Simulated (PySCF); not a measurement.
Al(OAc)(OH)(OMe), C3H7AlO4, SMILES [OH][Al]([O]C(=O)C)[O]C (GFN2-xTB optimised geometry):

```
15

Al    -0.213     0.379     0.000
O      1.697     0.379     0.000
C      1.603     0.068     1.215
C      2.831    -0.143     2.039
O      0.463    -0.073     1.727
H      2.670     0.240     3.043
H      3.683     0.339     1.569
H      3.017    -1.213     2.106
O     -0.774     1.914     0.000
H     -1.111     2.794    -0.012
O     -0.736    -0.994    -0.733
C     -1.374    -1.998    -1.453
H     -1.697    -2.794    -0.776
H     -2.252    -1.601    -1.971
H     -0.689    -2.418    -2.195
```

Method: PBE0/def2-TZVP (PySCF).

Problem. What are the frontier orbital energies and the dipole moment?

Solution. HOMO-2 -8.82 eV, HOMO-1 -7.81 eV, HOMO -7.80 eV, LUMO -0.09 eV, LUMO+1 0.64 eV; dipole moment 0.99 D.

On the same geometry PBE/def2-TZVP run with PySCF gives HOMO-2 -7.12 eV, HOMO-1 -6.24 eV, HOMO -6.23 eV, LUMO -1.20 eV, LUMO+1 -0.22 eV; dipole moment 0.93 D.

Meta-Löwdin charges at PBE0/def2-TZVP: Al1 1.27, O2 -0.50, C3 0.54, C4 -0.39, O5 -0.51, H6 0.15, H7 0.15, H8 0.16, O9 -0.81, H10 0.37, O11 -0.65, C12 -0.10, H13 0.11, H14 0.11, H15 0.11.
